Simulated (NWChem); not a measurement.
# SnHOF, singlet; SMILES [F][Sn][OH]

```xyz
4

Sn     0.3695     0.0310     0.0000
F     -0.8606    -1.5009     0.0000
O     -1.0951     1.3742     0.0000
H     -1.9713     0.9642     0.0000
```
Atoms are numbered in this order, from 1.

Low-valent species are run as closed-shell singlets; no triplet was tried in these runs. Coordinates come from a PBE0/def2-SVP optimisation. No frequency run checked for a minimum. def2 effective core potentials on Sn; no spin-orbit coupling.

Symmetry labels are those of Cs in the frame above (b1 and b2, or b-type labels, depend on it).

Problem. List the 4 lowest vertical singlet excitations from CAM-B3LYP/def2-SVPD with def2 effective core potentials on Sn, TDA (NWChem).

Solution. 
```
state  energy (eV)  oscillator strength  symmetry  leading excitation (squared amplitude)
-----  -----------  -------------------  --------  --------------------------------------
S1            4.91                0.094        a"                      HOMO → LUMO (0.91)
S2            5.92                0.011        a'                    HOMO−1 → LUMO (0.87)
S3            6.26                0.078        a"                    HOMO−2 → LUMO (0.91)
S4            6.93                0.197        a'                    HOMO → LUMO+1 (0.79)
```
